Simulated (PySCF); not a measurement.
**Broadened absorption spectrum of C6H6FN**

Species: C6H6FN.
Numbering: `[CH3:1][c:2]1[cH:3][cH:4][c:5]([F:6])[cH:7][n:8]1` (hydrogens: H9, H10, H11 on C1; H12 on C3; H13 on C4; H14 on C7)

Computed, not measured: TDDFT PBE0/def2-SVPD, vertical, gas phase, core orbitals frozen in the response (PySCF). Isolated species at its GFN2-xTB geometry, gas phase.

Computed states:

```tsv
state	E (eV)	f
S1	4.89	0.0031
S2	5.34	0.061
S3	5.43	0.0002
S4	6.25	0.085
S5	7.05	0.0002
S6	7.30	0.509
```

Broadening: Gaussians 0.4 eV wide at half height, area fixed by f = 4.319×10⁻⁹ ∫ε dν̃. The width is an assumption, not a result. The curve ends short of the highest state used, and states not computed would add to its high-energy end.

(1) What does the envelope look like, and where are its maxima?

(2) On this curve, what absorbance would a 10⁻⁵ mol/L sample give at 266 nm over a 1 cm path?

(3) Coming from long wavelengths, where does ε first pass 100 L mol⁻¹ cm⁻¹?

Answers

(1) 
(λ (nm), ε (L mol⁻¹ cm⁻¹)): (185.1, 238), (187.0, 468), (188.9, 1018), (190.8, 1931), (192.7, 3141), (194.6, 4407), (196.5, 5380), (198.3, 5756), (200.2, 5475), (202.1, 4630), (204.0, 3504), (205.9, 2389), (207.8, 1478), (209.7, 843), (211.6, 467), (213.5, 301), (215.4, 304), (217.3, 460), (219.2, 769), (221.0, 1204), (222.9, 1795), (224.8, 2466), (226.7, 3129), (228.6, 3681), (230.5, 4028), (232.4, 4116), (234.3, 3942), (236.2, 3551), (238.1, 3022), (240.0, 2443), (241.9, 1887), (243.8, 1408), (245.6, 1045), (247.5, 759), (249.4, 560), (251.3, 427), (253.2, 339), (255.1, 279), (257.0, 234), (258.9, 197), (260.8, 163), (262.7, 133), (264.6, 105), (266.5, 81), (268.3, 61), (270.2, 45), (272.1, 31), (274.0, 21), (275.9, 14), (277.8, 9), (279.7, 6), (281.6, 4), (283.5, 2), (285.4, 1), (287.3, 1), (289.2, 0)

Maxima: 232 nm (5.34 eV), ε about 4100, made up of S2 (100%); 198 nm (6.25 eV), ε about 5800, made up of S4 (100%) (ε in L mol⁻¹ cm⁻¹; maxima over ε = 5, shares over 10%).

(2) 266 nm is 4.661 eV, where ε is about 87 L mol⁻¹ cm⁻¹, so A = ε c l ≈ 0.00087 (Beer–Lambert, with the gas-phase spectrum and the assumed width).

(3) At about 265 nm (4.68 eV), 0.21 eV below S1.
